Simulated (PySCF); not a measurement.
# Telling isomers of C5H12Si3 apart by NMR

Theoretical values (PySCF): shielding tensors at PBE0/pcSseg-1 (GIAO), geometry: GFN2-xTB. Single conformer, rapidly exchanging positions averaged, relativity neglected, no solvent model.

Shifts are taken against calculated references (same method and geometry level): TMS for 1H (σref 31.72) and 13C (σref 186.93). Where no couplings were computed, multiplicities follow the n + 1 count of equivalent neighbours, and m marks all less simple cases (inequivalent or close neighbours, rings, F or P nearby). Shifts are as computed. Against solution values, carbons near 30 ppm lie about +3 ppm off and those near 130 ppm about +5 ppm. Of 1309 compounds with measured shifts, 239 miss one by over three times the rms of a fit or turn the order of signals round; such compounds aren't used in these exercises.

(1) Tabulate the signals of `C#C[Si@H](C=C)C([SiH3])[SiH3]`, `C#CC1[SiH2]C[SiH2]C[SiH2]1` and their relative energies.

(2) What is the quickest way to tell C#C[Si@H](C=C)C([SiH3])[SiH3] from C#CC1[SiH2]C[SiH2]C[SiH2]1?

## Answers

(1) 
```tsv
SMILES	carbon types	δC	δH	E rel. (kcal/mol)
C#C[Si@H](C=C)C([SiH3])[SiH3]	1×C 3×CH 1×CH2	146.5, 137.0, 105.9, 87.8, -14.5	6.70 (m, 1H), 6.49 (m, 1H), 6.33 (m, 1H), 5.10 (m, 1H), 4.11 (d, 3H), 4.03 (d, 3H), 2.07 (d, 1H), -0.63 (m, 1H)	33.8
C#CC1[SiH2]C[SiH2]C[SiH2]1	1×C 2×CH 2×CH2	88.6, 72.7, -1.7, -11.3	4.73 (m, 1H), 4.70 (m, 2H), 4.46 (m, 2H), 4.37 (m, 1H), 1.39 (m, 1H), 1.38 (m, 1H), 0.43 (m, 2H), -0.34 (m, 2H)	0.0
```

Energies are electronic energies at PBE0/pcSseg-1 on these geometries, without zero-point or thermal terms, each for the one conformer computed, which needn't be the lowest.

(2) Count the carbon signals: 5 against 4. The first has a terminal =CH2 carbon at 146.5 ppm, the second an sp3 CH2 bonded to 2 Si at -11.3 ppm. Their most deshielded carbons lie at 146.5 and 88.6 ppm. In the proton spectra the most deshielded non-exchanging signals are 6.70 (m, 1H) and 4.73 (m, 1H).
